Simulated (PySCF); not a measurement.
## Exercise with solution: chemical shift, span and skew from a shielding tensor

C3H9BClN, SMILES CB(Cl)N(C)C. Atoms are numbered in the order given.

```xyz
15

B      0.4391     0.3327     0.0000
Cl    -0.5864     1.8173     0.0000
C      2.0078     0.5254     0.0000
H      2.4705     0.0551     0.8852
H      2.4705     0.0551    -0.8852
H      2.2898     1.5871     0.0000
N     -0.1919    -0.9204     0.0000
C     -1.6285    -1.1407     0.0000
C      0.5613    -2.1633     0.0000
H     -1.9347    -1.7186     0.8910
H     -1.9347    -1.7186    -0.8910
H     -2.1639    -0.1855     0.0000
H      0.3176    -2.7718    -0.8902
H      0.3176    -2.7718     0.8902
H      1.6404    -1.9746     0.0000
```
Charge 0, spin multiplicity 1.

Geometry optimised at B3LYP-D3(BJ)/def2-SVP. The values are those of a single conformer.

GIAO shieldings from PBE/pcSseg-1 (PySCF), non-relativistic, no solvent. The symmetric part of the tensor of C8 has the principal values 115.8, 121.9, 178.2 ppm. The same nucleus in TMS has σ = 182.0 ppm at this level (PySCF, at its B3LYP-D3(BJ)/def2-TZVP geometry). Without spin–orbit terms, shifts of atoms bonded to Cl or Br come out too high.

Problem. Work out the isotropic shielding, the ¹³C shift against TMS, the span and the skew.

Solution. 
σ(iso) = (σ11 + σ22 + σ33)/3 = 138.6 ppm. δ = σ(ref) − σ(iso) = 182.0 − (138.6) = 43.4 ppm.
Span Ω = σ33 − σ11 = 62.4 ppm. Skew κ = 3(σ(iso) − σ22)/Ω = 0.80. Tumbling in solution averages the tensor to δ; in a static solid the shielding alone would spread this spin-1/2 line over Ω.
